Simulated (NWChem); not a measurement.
SiHF, singlet; SMILES [SiH]F

Computed with NWChem. Low-valent species are run as closed-shell singlets; no triplet was tried in these runs. Structure relaxed at the PBE-D3(BJ)/def2-SVP level. Hybrids' shares of exact exchange are those that their runs print; pure functionals count as 0. The functionals differ in more than this share.

| row | share of exact exchange | orbital gap (eV) |
|---|---|---|
| PBE/def2-SVP | 0.00 | 2.29 |
| LDA (Slater exchange, VWN5)/def2-SVP | 0.00 | 2.16 |
| B3LYP/def2-SVP | 0.20 | 3.95 |
| B3PW91/def2-SVP | 0.20 | 3.96 |
| PBE0/def2-SVP | 0.25 | 4.31 |
| MPW1K/def2-SVP | 0.43 | withheld |
| BHandHLYP/def2-SVP | 0.50 | 6.34 |

**Question.** Fit a straight line of the last column on the one before it, predict the withheld value, and compare with the run.

**Answer.** 
1. Means of the 6 shown rows: x = 0.192, y = 3.835. Slope Σ(x − x̄)(y − ȳ)/Σ(x − x̄)² = 1.419/0.1721 = 8.247; intercept 2.254.
2. The shown rows scatter about the line by 0.053 (root mean square); the largest residual is -0.09, at LDA (Slater exchange, VWN5)/def2-SVP.
3. At x = 0.43 (MPW1K/def2-SVP; inside the shown range) the line gives 5.80.
4. The run gives 5.78, -0.02 from the line, 0.4 times the scatter.
